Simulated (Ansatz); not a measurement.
Born–Oppenheimer molecular dynamics of CH3BClF (7 atoms, charge 0, multiplicity 1). It starts from a relaxed structure.

The calculation used RHF/def2-SVP (Ansatz).

```
ensemble                      : NVE (velocity Verlet)
time step                     : 0.5 fs
steps asked                   : 250
starting velocities drawn for : 500 K
seed                          : 163718
```

First frame:

```xyz
7
Properties=species:S:1:pos:R:3
B 0.002 0.003 -0.043
F 0.013 0.003 1.267
Cl 1.582 -0.008 -0.841
C -1.360 0.004 -0.816
H -1.915 -0.903 -0.558
H -1.968 0.848 -0.478
H -1.249 0.053 -1.897
```

Q: How far do the bonds stretch over the last three quarters of this one trajectory? (Pairs bonded in most of those frames.)

A: 
```
  bond  mean (Å)  spread (Å)  shortest  longest
 B1–F2     1.311       0.017      1.28     1.34
B1–Cl3     1.773       0.044      1.69     1.83
 B1–C4     1.571       0.037      1.50     1.65
 C4–H5     1.099       0.008      1.08     1.12
 C4–H6     1.093       0.009      1.08     1.11
 C4–H7     1.091       0.017      1.06     1.12
```

Mean temperature of the second half: 251 K. The conserved energy stayed within 0.12 meV per atom of its start (net change 0.1 meV per atom), so the integration is sound. Over the second half the temperature averaged 0.50 of the 500 K drawn at the start: a run that starts near a minimum puts about half its kinetic energy into the potential. A run of 0.12 ps of so small a system gives no equilibrium averages.

Time of the run: 3.1 min on 1 thread of Arm Neoverse V2, on a shared host, peak memory 0.12 GiB.
